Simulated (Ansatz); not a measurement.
Ansatz (a program for electronic structure) input (B3LYP-D3(BJ)/def2-TZVP):

Ansatz 0.2 input:
```yaml
crystal:
  periodic: [false, false, false]
  atoms:
    - {symbol: C, position_ang: [-1.23024462, -0.69057523, -0.56370503]}
    - {symbol: C, position_ang: [-0.07165548, 0.18289465, -0.34071652]}
    - {symbol: C, position_ang: [1.18819760, -0.58692321, 0.06304481]}
    - {symbol: C, position_ang: [-0.33257557, 1.29291830, 0.68291363]}
    - {symbol: O, position_ang: [-1.39007011, 1.62819140, 1.12208976]}
    - {symbol: H, position_ang: [-2.10831811, -0.30361794, -1.04175050]}
    - {symbol: H, position_ang: [-1.29247987, -1.63773222, -0.06613882]}
    - {symbol: H, position_ang: [0.13976329, 0.76128284, -1.25627492]}
    - {symbol: H, position_ang: [1.44422203, -1.30726215, -0.70940092]}
    - {symbol: H, position_ang: [2.03029354, 0.08783214, 0.20042530]}
    - {symbol: H, position_ang: [1.01787675, -1.12523923, 0.99243097]}
    - {symbol: H, position_ang: [0.60502681, 1.80844665, 0.97659412]}
basis:
  gaussian:
    orbitals: def2-TZVP
hamiltonian:
  xc: b3lyp
  dispersion: d3bj
magnetization: {spin_polarized: true, initial_magnetization: 1}
relax: {f_tol: 0.002, max_steps: 150}
```

Output:

```
Functional definition: B3LYP
integrals: 0.10 GiB planned
1179 factors; their error is unknown
mean field: 1.26 GiB planned
mean field evaluation 1: about -6299.3079 eV, gradient 4.9e1 eV
mean field evaluation 2: about -6290.9322 eV, gradient 6.6e1 eV
mean field evaluation 4: about -6309.6953 eV, gradient 5.5e0 eV
mean field evaluation 8: about -6309.8174 eV, gradient 8.6e-2 eV
mean field evaluation 16: about -6309.7948 eV, gradient 6.2e-4 eV
mean field -6309.79482509 eV, -231.8806828896 hartree, gradient 1.8e-5 eV, S^2 0.753875; 0 other end points of the search recorded, 0 dependent functions left out
the calculation of the forces begins
reference -6309.79509202 eV, -231.8806926991 hartree; 20, 19 occupied and 177, 178 virtual orbitals, 1179 factors
relax step   1: F+E_penalty+E_count = -6310.19078231 eV  Δ(F+E_penalty+E_count) = +0.000e0 eV  max|allowed force component| = 4.752e-1 eV/Å  Δτ_max = 0.0000 Å  (36 SCF iters, accepted)
these checks for a lower state are left out or cut short: starts, cluster_reference, orbital_swaps, neighbouring_geometries, increment
integrals: 0.10 GiB planned
1179 factors; their error is unknown
mean field: 1.26 GiB planned
mean field -6309.81095667 eV, -231.8812757142 hartree, gradient 1.9e-5 eV, S^2 0.753951; 0 other end points of the search recorded, 0 dependent functions left out
the calculation of the forces begins
reference -6309.81122528 eV, -231.8812855853 hartree; 20, 19 occupied and 177, 178 virtual orbitals, 1179 factors
relax step   2: F+E_penalty+E_count = -6310.20502974 eV  Δ(F+E_penalty+E_count) = -1.425e-2 eV  max|allowed force component| = 1.743e-1 eV/Å  Δτ_max = 0.0301 Å  (38 SCF iters, accepted)
these checks for a lower state are left out or cut short: starts, cluster_reference, orbital_swaps, neighbouring_geometries, increment
integrals: 0.10 GiB planned
1179 factors; their error is unknown
mean field: 1.25 GiB planned
mean field evaluation 32: about -6309.8088 eV, gradient 4.1e-1 eV
mean field -6309.80933111 eV, -231.8812159758 hartree, gradient 2.0e-5 eV, S^2 0.754014; 0 other end points of the search recorded, 0 dependent functions left out
the calculation of the forces begins
reference -6309.80960103 eV, -231.8812258952 hartree; 20, 19 occupied and 177, 178 virtual orbitals, 1179 factors
relax step   3: F+E_penalty+E_count = -6310.20206232 eV  Δ(F+E_penalty+E_count) = +2.967e-3 eV  max|allowed force component| = 3.380e-1 eV/Å  Δτ_max = 0.0784 Å  (38 SCF iters, rejected (line search))
these checks for a lower state are left out or cut short: starts, cluster_reference, orbital_swaps, neighbouring_geometries, increment
integrals: 0.10 GiB planned
1179 factors; their error is unknown
mean field: 1.26 GiB planned
mean field -6309.81456720 eV, -231.8814083985 hartree, gradient 2.1e-5 eV, S^2 0.753973; 0 other end points of the search recorded, 0 dependent functions left out
the calculation of the forces begins
reference -6309.81483660 eV, -231.8814182991 hartree; 20, 19 occupied and 177, 178 virtual orbitals, 1179 factors
relax step   4: F+E_penalty+E_count = -6310.20831072 eV  Δ(F+E_penalty+E_count) = -3.281e-3 eV  max|allowed force component| = 9.273e-2 eV/Å  Δτ_max = 0.0392 Å  (38 SCF iters, accepted)
these checks for a lower state are left out or cut short: starts, cluster_reference, orbital_swaps, neighbouring_geometries, increment
integrals: 0.10 GiB planned
1179 factors; their error is unknown
mean field: 1.25 GiB planned
mean field -6309.81815629 eV, -231.8815402953 hartree, gradient 1.7e-5 eV, S^2 0.754005; 0 other end points of the search recorded, 0 dependent functions left out
the calculation of the forces begins
reference -6309.81842809 eV, -231.8815502836 hartree; 20, 19 occupied and 177, 178 virtual orbitals, 1179 factors
relax step   5: F+E_penalty+E_count = -6310.21147789 eV  Δ(F+E_penalty+E_count) = -3.167e-3 eV  max|allowed force component| = 1.874e-1 eV/Å  Δτ_max = 0.1000 Å  (38 SCF iters, accepted)
these checks for a lower state are left out or cut short: starts, cluster_reference, orbital_swaps, neighbouring_geometries, increment
integrals: 0.10 GiB planned
1179 factors; their error is unknown
mean field: 1.25 GiB planned
[...]
relax step  20: F+E_penalty+E_count = -6310.24856881 eV  Δ(F+E_penalty+E_count) = +5.803e-4 eV  max|allowed force component| = 1.327e-1 eV/Å  Δτ_max = 0.0407 Å  (37 SCF iters, rejected (line search))
these checks for a lower state are left out or cut short: starts, cluster_reference, orbital_swaps, neighbouring_geometries, increment
integrals: 0.10 GiB planned
1179 factors; their error is unknown
mean field: 1.26 GiB planned
mean field evaluation 160: about -6309.8663 eV, gradient 8.9e-1 eV
mean field -6309.85635769 eV, -231.8829441709 hartree, gradient 1.6e-5 eV, S^2 0.753928; 0 other end points of the search recorded, 0 dependent functions left out
the calculation of the forces begins
reference -6309.85663292 eV, -231.8829542853 hartree; 20, 19 occupied and 177, 178 virtual orbitals, 1179 factors
relax step  21: F+E_penalty+E_count = -6310.25055982 eV  Δ(F+E_penalty+E_count) = -1.411e-3 eV  max|allowed force component| = 3.134e-2 eV/Å  Δτ_max = 0.0200 Å  (37 SCF iters, accepted)
these checks for a lower state are left out or cut short: starts, cluster_reference, orbital_swaps, neighbouring_geometries, increment
integrals: 0.10 GiB planned
1179 factors; their error is unknown
mean field: 1.26 GiB planned
mean field -6309.85736630 eV, -231.8829812367 hartree, gradient 1.4e-5 eV, S^2 0.753913; 0 other end points of the search recorded, 0 dependent functions left out
the calculation of the forces begins
reference -6309.85764227 eV, -231.8829913784 hartree; 20, 19 occupied and 177, 178 virtual orbitals, 1179 factors
relax step  22: F+E_penalty+E_count = -6310.25171622 eV  Δ(F+E_penalty+E_count) = -1.156e-3 eV  max|allowed force component| = 3.320e-2 eV/Å  Δτ_max = 0.0632 Å  (37 SCF iters, accepted)
these checks for a lower state are left out or cut short: starts, cluster_reference, orbital_swaps, neighbouring_geometries, increment
integrals: 0.10 GiB planned
1179 factors; their error is unknown
mean field: 1.26 GiB planned
mean field -6309.84650294 eV, -231.8825820156 hartree, gradient 2.1e-5 eV, S^2 0.753880; 0 other end points of the search recorded, 0 dependent functions left out
the calculation of the forces begins
reference -6309.84677895 eV, -231.8825921587 hartree; 20, 19 occupied and 177, 178 virtual orbitals, 1179 factors
relax step  23: F+E_penalty+E_count = -6310.24063977 eV  Δ(F+E_penalty+E_count) = +1.108e-2 eV  max|allowed force component| = 3.821e-1 eV/Å  Δτ_max = 0.0949 Å  (37 SCF iters, rejected (line search))
these checks for a lower state are left out or cut short: starts, cluster_reference, orbital_swaps, neighbouring_geometries, increment
integrals: 0.10 GiB planned
1179 factors; their error is unknown
mean field: 1.26 GiB planned
mean field -6309.85758363 eV, -231.8829892232 hartree, gradient 1.9e-5 eV, S^2 0.753902; 0 other end points of the search recorded, 0 dependent functions left out
the calculation of the forces begins
reference -6309.85785929 eV, -231.8829993537 hartree; 20, 19 occupied and 177, 178 virtual orbitals, 1179 factors
relax step  24: F+E_penalty+E_count = -6310.25192917 eV  Δ(F+E_penalty+E_count) = -2.129e-4 eV  max|allowed force component| = 2.385e-2 eV/Å  Δτ_max = 0.0474 Å  (37 SCF iters, accepted)
these checks for a lower state are left out or cut short: starts, cluster_reference, orbital_swaps, neighbouring_geometries, increment
integrals: 0.10 GiB planned
1179 factors; their error is unknown
mean field: 1.26 GiB planned
mean field evaluation 192: about -6309.8467 eV, gradient 6.0e-3 eV
mean field -6309.84672102 eV, -231.8825900298 hartree, gradient 1.8e-5 eV, S^2 0.753903; 0 other end points of the search recorded, 0 dependent functions left out
the calculation of the forces begins
reference -6309.84699711 eV, -231.8826001759 hartree; 20, 19 occupied and 177, 178 virtual orbitals, 1179 factors
relax step  25: F+E_penalty+E_count = -6310.24090094 eV  Δ(F+E_penalty+E_count) = +1.103e-2 eV  max|allowed force component| = 2.784e-1 eV/Å  Δτ_max = 0.0339 Å  (37 SCF iters, rejected (line search))
these checks for a lower state are left out or cut short: starts, cluster_reference, orbital_swaps, neighbouring_geometries, increment
integrals: 0.10 GiB planned
1179 factors; their error is unknown
mean field: 1.26 GiB planned
mean field -6309.85777462 eV, -231.8829962422 hartree, gradient 1.6e-5 eV, S^2 0.753900; 0 other end points of the search recorded, 0 dependent functions left out
the calculation of the forces begins
reference -6309.85805049 eV, -231.8830063801 hartree; 20, 19 occupied and 177, 178 virtual orbitals, 1179 factors
relax step  26: F+E_penalty+E_count = -6310.25216230 eV  Δ(F+E_penalty+E_count) = -2.331e-4 eV  max|allowed force component| = 9.237e-3 eV/Å  Δτ_max = 0.0136 Å  (36 SCF iters, accepted)
these checks for a lower state are left out or cut short: starts, cluster_reference, orbital_swaps, neighbouring_geometries, increment
integrals: 0.10 GiB planned
1179 factors; their error is unknown
mean field: 1.26 GiB planned
mean field -6309.85780114 eV, -231.8829972167 hartree, gradient 1.6e-5 eV, S^2 0.753899; 0 other end points of the search recorded, 0 dependent functions left out
the calculation of the forces begins
reference -6309.85807707 eV, -231.8830073571 hartree; 20, 19 occupied and 177, 178 virtual orbitals, 1179 factors
relax step  27: F+E_penalty+E_count = -6310.25218575 eV  Δ(F+E_penalty+E_count) = -2.345e-5 eV  max|allowed force component| = 1.704e-2 eV/Å  Δτ_max = 0.0058 Å  (38 SCF iters, accepted)
these checks for a lower state are left out or cut short: starts, cluster_reference, orbital_swaps, neighbouring_geometries, increment
integrals: 0.10 GiB planned
1179 factors; their error is unknown
mean field: 1.26 GiB planned
mean field -6309.85779788 eV, -231.8829970970 hartree, gradient 1.6e-5 eV, S^2 0.753898; 0 other end points of the search recorded, 0 dependent functions left out
the calculation of the forces begins
reference -6309.85807381 eV, -231.8830072371 hartree; 20, 19 occupied and 177, 178 virtual orbitals, 1179 factors
relax step  28: F+E_penalty+E_count = -6310.25219599 eV  Δ(F+E_penalty+E_count) = -1.023e-5 eV  max|allowed force component| = 3.330e-3 eV/Å  Δτ_max = 0.0067 Å  (37 SCF iters, accepted)
these checks for a lower state are left out or cut short: starts, cluster_reference, orbital_swaps, neighbouring_geometries, increment
integrals: 0.10 GiB planned
1179 factors; their error is unknown
mean field: 1.26 GiB planned
mean field -6309.85777852 eV, -231.8829963854 hartree, gradient 1.6e-5 eV, S^2 0.753898; 0 other end points of the search recorded, 0 dependent functions left out
the calculation of the forces begins
reference -6309.85805443 eV, -231.8830065249 hartree; 20, 19 occupied and 177, 178 virtual orbitals, 1179 factors
relax step  29: F+E_penalty+E_count = -6310.25219661 eV  Δ(F+E_penalty+E_count) = -6.280e-7 eV  max|allowed force component| = 4.293e-3 eV/Å  Δτ_max = 0.0028 Å  (39 SCF iters, accepted)
these checks for a lower state are left out or cut short: starts, cluster_reference, orbital_swaps, neighbouring_geometries, increment
integrals: 0.10 GiB planned
1179 factors; their error is unknown
mean field: 1.26 GiB planned
mean field evaluation 224: about -6309.8724 eV, gradient 4.0e-4 eV
mean field -6309.85777624 eV, -231.8829963014 hartree, gradient 1.6e-5 eV, S^2 0.753898; 0 other end points of the search recorded, 0 dependent functions left out
the calculation of the forces begins
reference -6309.85805214 eV, -231.8830064409 hartree; 20, 19 occupied and 177, 178 virtual orbitals, 1179 factors
relax step  30: F+E_penalty+E_count = -6310.25219220 eV  Δ(F+E_penalty+E_count) = +4.411e-6 eV  max|allowed force component| = 1.022e-2 eV/Å  Δτ_max = 0.0018 Å  (38 SCF iters, rejected (line search))
these checks for a lower state are left out or cut short: starts, cluster_reference, orbital_swaps, neighbouring_geometries, increment
integrals: 0.10 GiB planned
1179 factors; their error is unknown
mean field: 1.26 GiB planned
mean field -6309.85778643 eV, -231.8829966761 hartree, gradient 1.6e-5 eV, S^2 0.753898; 0 other end points of the search recorded, 0 dependent functions left out
the calculation of the forces begins
reference -6309.85806234 eV, -231.8830068157 hartree; 20, 19 occupied and 177, 178 virtual orbitals, 1179 factors
relax step  31: F+E_penalty+E_count = -6310.25219829 eV  Δ(F+E_penalty+E_count) = -1.680e-6 eV  max|allowed force component| = 1.450e-3 eV/Å  Δτ_max = 0.0008 Å  (37 SCF iters, accepted)
integrals: 0.10 GiB planned
1179 factors; their error is unknown
mean field: 1.26 GiB planned
mean field evaluation 256: about -6309.8578 eV, gradient 4.2e-3 eV
mean field -6309.85778643 eV, -231.8829966761 hartree, gradient 1.6e-5 eV, S^2 0.753898; 1 other end points of the search recorded, 0 dependent functions left out
the calculation of the forces begins
reference -6309.85806234 eV, -231.8830068157 hartree; 20, 19 occupied and 177, 178 virtual orbitals, 1179 factors
Total energy: -6310.25247421 eV, -231.8975011843 hartree
Atom 0 at    -1.257156    -0.682713    -0.532599 Å, force    -0.000114    -0.000307    -0.000328 eV/Å
Atom 1 at    -0.063636     0.170644    -0.331108 Å, force    -0.000229     0.000523    -0.000001 eV/Å
Atom 2 at     1.169312    -0.607245     0.173841 Å, force     0.000471    -0.000207    -0.000066 eV/Å
Atom 3 at    -0.320838     1.359098     0.573412 Å, force    -0.001450    -0.000283     0.000180 eV/Å
Atom 4 at    -1.379418     1.650784     1.062147 Å, force     0.000594    -0.000018     0.000075 eV/Å
Atom 5 at    -2.223652    -0.366477    -0.170880 Å, force     0.000205     0.000260     0.000148 eV/Å
Atom 6 at    -1.169848    -1.611866    -1.077498 Å, force    -0.000025     0.000129     0.000181 eV/Å
Atom 7 at     0.238418     0.629985    -1.291380 Å, force     0.000359    -0.000473    -0.000122 eV/Å
Atom 8 at     1.433372    -1.393158    -0.533545 Å, force     0.000063     0.000117    -0.000123 eV/Å
Atom 9 at     2.032704     0.052109     0.284761 Å, force    -0.000049     0.000019     0.000072 eV/Å
Atom 10 at     0.960862    -1.072736     1.137938 Å, force    -0.000187     0.000131    -0.000006 eV/Å
Atom 11 at     0.579917     1.981788     0.764423 Å, force     0.000362     0.000108    -0.000008 eV/Å
Dipole moment:     0.481507    -0.220626    -0.278621 e Å
```

It need not be the lowest isomer of its formula.
